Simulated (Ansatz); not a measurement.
Consider the formal exchange of groups at the In–C bond: `[CH3][In]([F])[c]1ccccc1` + `C=CC#N` → `[CH3][In]([F])[C]#N` + `C=Cc1ccccc1`.

Computed with Ansatz on PBE0-D4/def2-TZVP structures; ΔE is electronic, products minus reactants. CCSD(T)/CBS is the MP2 limit (def2-TZVPP, def2-QZVPP) plus CCSD(T) − MP2 in def2-TZVPP, frozen cores. Functionals use def2-TZVPP. HSE06 is defined as in plane-wave codes. def2 core potentials past Kr. For In outer-core shells are correlated without core-valence functions, which leaves a few kJ/mol of doubt a bond. Each species was taken in one conformer, which may not be the lowest.

`[CH3][In]([F])[c]1ccccc1`:

```xyz
17

C    -2.992   -0.976   -2.175
In   -1.246    0.019   -1.478
F    -0.720    1.439   -2.756
C     0.202    0.124    0.063
C     0.203   -0.716    1.177
C     1.181   -0.593    2.154
C     2.169    0.372    2.027
C     2.179    1.214    0.924
C     1.201    1.091   -0.053
H    -3.819   -0.817   -1.482
H    -2.814   -2.048   -2.263
H    -3.251   -0.566   -3.150
H    -0.561   -1.478    1.295
H     1.172   -1.252    3.015
H     2.933    0.469    2.790
H     2.951    1.969    0.824
H     1.213    1.751   -0.914
```

`C=CC#N`:

Cartesian coordinates in Å:
```
C -0.632 0.312 -0.779
C 0.374 -0.273 -0.137
C 0.544 -0.180 1.274
N 0.699 -0.117 2.413
H -1.380 0.893 -0.253
H -0.728 0.219 -1.853
H 1.122 -0.854 -0.666
```

`[CH3][In]([F])[C]#N`:

```xyz
8

C     0.924   -0.718   -0.968
In   -0.546    0.400    0.063
F    -1.900    1.334   -0.980
C    -0.919    0.770    2.108
N    -1.063    0.929    3.241
H     1.612   -1.185   -0.266
H     1.467   -0.049   -1.634
H     0.425   -1.481   -1.565
```

`C=Cc1ccccc1`:

Z-matrix (Å, degrees):
```
C
C 1 1.330
H 1 1.083 2 120.8
H 1 1.084 2 122.6 3 -180.0
C 2 1.463 1 127.3 3 -180.0
H 2 1.088 1 118.2 3 0.0
C 5 1.395 2 118.9 1 -179.9
C 5 1.397 2 123.1 1 0.1
C 7 1.386 5 121.2 2 180.0
H 7 1.085 5 119.0 2 -0.0
C 8 1.382 5 120.8 2 -180.0
H 8 1.084 5 119.9 2 0.0
C 9 1.386 7 120.0 5 0.0
H 9 1.084 7 119.8 5 -180.0
H 11 1.084 8 119.7 5 180.0
H 13 1.084 9 120.3 7 -180.0
```

Q: Is it downhill or uphill in electronic energy at CCSD(T)/CBS, and by how much? (Estimate.)

A: Computed: Downhill: ΔE = -0.34 eV.

Q: What do these levels give: revPBE-D4, BLYP-D4, BHLYP-D4, HSE06, BHLYP, MP2/def2-QZVPP? (An estimate is asked.)

A: The calculation gave: revPBE-D4 -0.30, BLYP-D4 -0.27, BHLYP-D4 -0.37, HSE06 -0.32, BHLYP -0.40, MP2/def2-QZVPP -0.32 eV.

Largest T1 diagnostic among the species: 0.015.

Leaving LDA and LC-ωPBE aside and taking each functional with its dispersion term where it has one, the values, not all of them listed here, spread over 0.12 eV, from ωB97X-V to PBE-D4. At CCSD(T), def2-SVP lies −0.05 eV from the extrapolated value and def2-TZVPP −0.02 eV.
